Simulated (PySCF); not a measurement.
## Removing an electron from `CN(C)C(=O)N(C)C`

C₅H₁₂N₂O.
SMILES with atom numbers: `[CH3:1][N:2]([CH3:3])[C:4](=[O:5])[N:6]([CH3:7])[CH3:8]` (hydrogens: H9, H10, H11 on C1; H12, H13, H14 on C3; H15, H16, H17 on C7; H18, H19, H20 on C8)

Geometry (PBE0-D3(BJ)/def2-SVP, Å), atoms numbered from 1 in this order:
```xyz
20
C5H12N2O angstrom
C      2.2393   -0.8529   -0.7366
N      1.0314   -0.2137   -0.2790
C      1.2250    0.8702    0.6536
C     -0.1250   -0.9768   -0.2985
O     -0.1079   -2.1792   -0.4928
N     -1.3010   -0.2782   -0.0837
C     -2.4909   -1.0588    0.1424
C     -1.5233    1.0468   -0.6092
H      2.8022   -1.3206    0.0935
H      2.8947   -0.1114   -1.2217
H      1.9844   -1.6416   -1.4536
H      1.9905    0.5975    1.4035
H      1.5621    1.7959    0.1541
H      0.2953    1.0832    1.1940
H     -3.1591   -0.5299    0.8414
H     -3.0497   -1.2456   -0.7943
H     -2.2131   -2.0310    0.5653
H     -2.2870    1.0177   -1.4084
H     -1.8780    1.7498    0.1655
H     -0.6014    1.4457   -1.0484
```

Level: CAM-B3LYP/def2-SVPD (PySCF). Frontier orbitals with their largest atomic shares (Löwdin; up to four atoms above 4 %):

```tsv
orbital	ε (eV)	main atoms
HOMO−3	-11.88	C1 14 %, C7 14 %, O5 12 %, C4 9 %
HOMO−2	-9.23	O5 64 %, C4 9 %, N2 7 %, N6 7 %
HOMO−1	-8.22	O5 40 %, N6 17 %, N2 16 %, C4 7 %
HOMO	-8.06	?
LUMO	1.10	C8 14 %, C3 14 %, C7 8 %, C1 7 %
LUMO+1	1.65	C3 9 %, C8 9 %, H18 9 %, H12 9 %
LUMO+2	2.05	O5 10 %, C1 8 %, C7 8 %, C4 8 %
```

What vertical ionisation energy does ΔSCF give, and how far is −ε(HOMO) from it?

ΔSCF: 8.64 eV (834 kJ/mol; threshold wavelength 144 nm); ⟨S²⟩ of the doublet left behind is 0.784, against 0.75 for a pure doublet. −ε(HOMO) is 8.06 eV, 0.58 eV below it. For the exact functional −ε(HOMO) would equal the first vertical ionisation energy; CAM-B3LYP (range-separated hybrid) falls short of its own ΔSCF value by 7 %. Holes in the HOMO−1 and HOMO−2 were tried too where these lie within 1.2 eV of the HOMO; the lowest converged state counts.

On which atoms does the HOMO lie?

N2 (nitrogen bound to a carbonyl carbon) 30 %, N6 (nitrogen bound to a carbonyl carbon) 29 %, C1 (N-methyl carbon) 5 %, C7 (N-methyl carbon) 5 %, so no atom holds as much as 40 %. The HOMO−1 lies 0.16 eV lower.

How many of the 10 lowest singlet excitations (vertical TDDFT, same level) lie below the ionisation energy?

All 10; they run from 6.27 to 7.72 eV.

Shift the occupied levels rigidly so that −ε(HOMO) equals the ΔSCF value. What binding energies result?

The shift is +0.58 eV: HOMO 8.64, HOMO−1 8.80, HOMO−2 9.81, HOMO−3 12.46 eV. A rigid shift is only a rough guide to the deeper ionisations.

What kinetic energy would electrons from this vertical process carry with He II light (40.814 eV)?

40.81 − 8.64 = 32.17 eV.

With α = 83.2 au, estimate the like-pair dispersion coefficient by London's formula C6 = (3/4)α²I.

I = 0.3175 Eh, so C6 ≈ 1650 au, a rough estimate.

Geometry: PBE0-D3(BJ)/def2-SVP, one conformer, isolated molecule.

These values come from a run that also computed excited states and ΔSCF ions. Hardware: one thread of an x86-64 server, shared host. Cost: 4.7 min of wall time.
